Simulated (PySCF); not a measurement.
**Radial density of Ag²⁺ (silver, charge +2)**

MN15, [Kr] 4d9, 2D determinant. Calculation: PySCF 2.14, in cc-pVTZ-PP with ECP28MDF; a scalar-relativistic core potential. This is the valence pseudo-density: the core potential removes the inner electrons and smooths the orbitals near the nucleus.

```
r (bohr)  4πr²ρ (e/bohr)  4πr²(ρα − ρβ)
  0.0180       1.373e-05         0.0000
  0.0304       3.453e-05         0.0000
  0.0511       8.244e-05         0.0000
  0.0859       0.0003430         0.0000
   0.144        0.003673         0.0003
   0.243         0.05843         0.0041
   0.409           1.359         0.0652
   0.687           13.63         0.5208
    1.16           14.46         0.8537
    1.94           2.840         0.2617
    3.27          0.1481         0.0125
    5.50       0.0003165         0.0000
```

Energies and moments cover only the electrons outside the core potential.
